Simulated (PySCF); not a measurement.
Ti²⁺ (titanium, charge +2) across methods

[Ar] 3d2, high-spin 3F determinant. All numbers are calculated (PySCF 2.14, scalar relativity by spin-free X2C-1e, in x2c-QZVPPall with one added diffuse shell each of s, p, d, f, g type (12s8p6d4f3g, 121 functions)).

| method | E (hartree) | mean ε 3p α (eV) | mean ε 3p β (eV) | mean ε 3d α (eV) | Σ⟨r²⟩ (bohr²) | ⟨S²⟩ |
| --- | --- | --- | --- | --- | --- | --- |
| M06 | -852.933 | -58.435 | -56.378 | -22.172 | 16.59 | 2.000 |
| r2SCAN | -852.941 | -56.380 | -54.284 | -21.195 | 16.49 | 2.001 |
| PBE | -852.741 | -55.375 | -53.606 | -20.860 | 16.63 | 2.000 |
| UHF | -852.08182 | -66.932 | -62.465 | -27.895 | 16.36 | 2.003 |
| PBE0 | -852.783 | -58.518 | -56.151 | -22.764 | 16.50 | 2.001 |
| LC-wPBE | -852.819 | -60.961 | -58.945 | -25.649 | 16.50 | 2.001 |
| PBEsol | -851.766 | -55.299 | -53.522 | -20.734 | 16.62 | 2.000 |

Problem. Estimate the same row for LDA.

Solution. E (hartree) = -850.858; mean ε 3p α (eV) = -55.436; mean ε 3p β (eV) = -53.703; mean ε 3d α (eV) = -20.814; Σ⟨r²⟩ (bohr²) = 16.64; ⟨S²⟩ = 2.000.
